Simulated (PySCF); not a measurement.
## Relaxation of singlet H₄RuO₂

All numbers come from PBE0/[Ru def2-TZVP with ECP28, O def2-TZVP, H def2-TZVP], scalar-relativistic core potentials, density fitting, no spin–orbit coupling, PySCF. A (50,194) grid was used.

A hand-made trigonal prismatic (ligand arrangement 1) start, of Cs symmetry, held to at least that symmetry:

```xyz
7
charge 0 multiplicity 1, angstrom
Ru    0.1410    0.0000    0.2452
O    -0.5043    1.1177   -0.8767
O    -0.5043   -1.1177   -0.8767
H     1.3259    0.0000    1.2752
H    -0.4514    1.0261    1.2752
H    -0.4514   -1.0261    1.2752
H     1.3259    0.0000   -0.7848
```

Question: What forces act on the atoms at the start (eV/Å)?

Answer: 
```tsv
atom	Fx	Fy	Fz
Ru1	-2.74	0.00	-7.75
O2	0.53	3.42	1.87
O3	0.53	-3.42	1.87
H4	0.61	0.00	1.00
H5	-0.18	-0.15	1.33
H6	-0.18	0.15	1.33
H7	1.44	0.00	0.35
```

Question: What does it relax to?

Answer: It ends at Cs with H–H 0.935 Å, Ru–H 1.564 Å (×2), Ru–H 1.691 Å, Ru–H 1.698 Å, Ru–O 1.709 Å (×2); H–H–Ru 73.6°, H–H–Ru 74.4°, H–Ru–H 32.0°, H–Ru–H 59.4°, H–Ru–H 74.0° (×2), H–Ru–H 101.7° (×2), H–Ru–O 78.8° (×2), H–Ru–O 113.8° (×2), H–Ru–O 122.3° (×2), H–Ru–O 129.7° (×2), O–Ru–O 114.4°. A frequency run shows a minimum.

Question: How much energy is released, and in how many steps?

Answer: 284.1 kJ/mol in 18 steps.
